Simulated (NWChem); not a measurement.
Molecule: CuH; SMILES [CuH]

```xyz
2

Cu     0.0000     0.0000     0.0460
H      0.0000     0.0000    -1.3753
```
Atoms are numbered in this order, from 1.

Structure relaxed at the B3LYP/6-31G* (spherical d) level.

### Question
List the 6 lowest vertical singlet excitations and the 6 lowest triplet ones from PBE/aug-cc-pVDZ, TDA (NWChem).

### Answer
| state | energy (eV) | oscillator strength | leading excitation (squared amplitude) |
|---|---|---|---|
| S1 | 3.01 | 0.000 | HOMO−2 → LUMO (1.00) |
| S2 | 3.01 | 0.000 | HOMO−1 → LUMO (1.00) |
| S3 | 3.21 | 0.058 | HOMO → LUMO (0.96) |
| S4 | 3.29 | 0.002 | HOMO−4 → LUMO (0.98) |
| S5 | 3.29 | 0.002 | HOMO−3 → LUMO (0.98) |
| S6 | 4.88 | 0.068 | HOMO → LUMO+1 (0.56) |
| T1 | 2.24 | spin-forbidden | HOMO → LUMO (0.99) |
| T2 | 2.74 | spin-forbidden | HOMO−1 → LUMO (1.00) |
| T3 | 2.74 | spin-forbidden | HOMO−2 → LUMO (1.00) |
| T4 | 2.91 | spin-forbidden | HOMO−4 → LUMO (0.98) |
| T5 | 2.91 | spin-forbidden | HOMO−3 → LUMO (0.98) |
| T6 | 4.22 | spin-forbidden | HOMO → LUMO+1 (0.89) |
